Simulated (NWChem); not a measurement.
System meant: Si2H6O3; SMILES O[SiH2]O[SiH2]O

Here is an NWChem input.

```
start job
memory heap 200 mb stack 900 mb global 1100 mb
geometry units angstroms noautoz
  O     -1.555674     0.107330    -1.123801
  Si    -1.578061     0.036907     0.546559
  O     -0.042850    -0.395923     1.108260
  Si     1.461999     0.037118     0.528357
  O      1.391435     0.211584    -1.157089
  H     -0.706832     0.465974    -1.460235
  H     -1.930109     1.357770     1.174156
  H     -2.550261    -1.025480     0.945728
  H      2.433026    -1.036881     0.915653
  H      1.859216     1.388706     1.029801
  H      1.438504    -0.629139    -1.647795
end
basis spherical
  * library def2-svp
end
dft
  odft
  mult 2
  xc b3lyp
  iterations 150
  mulliken
end
task dft energy
```

End of the output:

```
 Summary of "ao basis" -> "" (spherical)
 ------------------------------------------------------------------------------
       Tag                 Description            Shells   Functions and Types
 ---------------- ------------------------------  ------  ---------------------
 *                          def2-svp                  on all atoms

                                 NWChem DFT Module
                                 -----------------

 Summary of "ao basis" -> "ao basis" (spherical)
 ------------------------------------------------------------------------------
       Tag                 Description            Shells   Functions and Types
 ---------------- ------------------------------  ------  ---------------------
 O                          def2-svp                 6       14   3s2p1d
 Si                         def2-svp                 8       18   4s3p1d
 H                          def2-svp                 3        5   2s1p

 Summary of "ao basis" -> "ao basis" (spherical)
 ------------------------------------------------------------------------------
       Tag                 Description            Shells   Functions and Types
 ---------------- ------------------------------  ------  ---------------------
 O                          def2-svp                 6       14   3s2p1d
 Si                         def2-svp                 8       18   4s3p1d
 H                          def2-svp                 3        5   2s1p

  number of electrons :                   58
  multiplicity        :                    2
 ------------------------------------------------------------------------
  no. of electrons and multiplicity not compatible                  58
 ------------------------------------------------------------------------
 ------------------------------------------------------------------------
  current input line :
    26: task dft energy
 ------------------------------------------------------------------------
 ------------------------------------------------------------------------
 There is an error in the input file
 ------------------------------------------------------------------------
 For more information see the NWChem manual at https://nwchemgit.github.io

0: no. of electrons and multiplicity not compatible:Received an Error in Communication
```

### Question
What is wrong, and how is it mended?

### Answer
The input was rejected before any calculation. Cause: the multiplicity doesn't fit the number of electrons (an even count wants an odd multiplicity, and the reverse). This input runs:
```
start job
memory heap 200 mb stack 900 mb global 1100 mb
geometry units angstroms noautoz
  O     -1.555674     0.107330    -1.123801
  Si    -1.578061     0.036907     0.546559
  O     -0.042850    -0.395923     1.108260
  Si     1.461999     0.037118     0.528357
  O      1.391435     0.211584    -1.157089
  H     -0.706832     0.465974    -1.460235
  H     -1.930109     1.357770     1.174156
  H     -2.550261    -1.025480     0.945728
  H      2.433026    -1.036881     0.915653
  H      1.859216     1.388706     1.029801
  H      1.438504    -0.629139    -1.647795
end
basis spherical
  * library def2-svp
end
dft
  xc b3lyp
  iterations 150
  mulliken
end
task dft energy
```
It converges to -808.11275 Ha (B3LYP/def2-SVP).
